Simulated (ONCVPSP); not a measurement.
## LDA (Perdew-Wang 92) ONCV dataset for fluorine, non-relativistic all-electron reference.

fluorine (F), optimised norm-conserving Vanderbilt (ONCV), made with ONCVPSP 4.0.1 (LDA (Perdew-Wang 92), non-relativistic). Core [He], reference 2s1.75 2p5.25. Waves: 2s: rc 0.55 bohr, ncon 3, nbas 6, qcut 14.9 1/bohr, 1 projector; 2p: rc 1.10 bohr, ncon 3, nbas 7, qcut 15.6 1/bohr, 1 projector; d scattering state at 0.29 Ha: rc 1.10 bohr, ncon 4, nbas 8, qcut 7.5 1/bohr, 3 projectors, debl 0.6 Ha. Local part: polynomial inside 0.40 bohr (lpopt 5, dvloc0 1 Ha). Core correction: Teter function, fcfact 5.5, rcfact 1.65.

(1) Estimate the cutoffs (Ha) at which the residual kinetic energy of the hardest occupied pseudo-wave falls to 1 and 0.1 mHa per electron.

(2) Does the potential have ghost states?

(3) Tests: 2s2 2p5; 2s2 2p4; 2s2 2p3; 2s2 2p4.5. Which has the largest error in its energy relative to the reference configuration, and how large is it?

## Answers

(1) 64 Ha and 268 Ha.

(2) Ghosts flagged at negative energy: d at -902.2 eV; no localised positive-energy state flagged. A true bound ghost makes a file unfit for plane-wave use.

(3) 2s2 2p3, with +36 meV (all-electron minus pseudo) on +53.53 eV.
